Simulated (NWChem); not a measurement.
# C₂H₃BF₂; SMILES FB(C=C)F

```xyz
8

B     -0.0215     0.5188     0.0000
F     -0.7359     1.6310     0.0000
F      1.2943     0.6589     0.0000
C     -0.6878    -0.8791     0.0000
C      0.0436    -2.0020     0.0000
H     -1.7810    -0.9533     0.0000
H     -0.4099    -2.9988     0.0000
H      1.1383    -1.9639     0.0000
```
Atoms are numbered in this order, from 1.

Coordinates come from a PBE0/def2-SVP optimisation.

Symmetry labels are those of Cs in the frame above (b1 and b2, or b-type labels, depend on it).

Task: List the 4 lowest vertical singlet excitations from PBE/6-31G* (spherical d), TDA (NWChem).

Result: 
```tsv
state	energy (eV)	oscillator strength	symmetry	leading excitation (squared amplitude)
S1	6.28	0.003	a"	HOMO−1 → LUMO (0.99)
S2	7.12	0.000	a"	HOMO−2 → LUMO (1.00)
S3	7.27	0.409	a'	HOMO → LUMO (0.82)
S4	7.71	0.000	a"	HOMO−3 → LUMO (0.99)
```
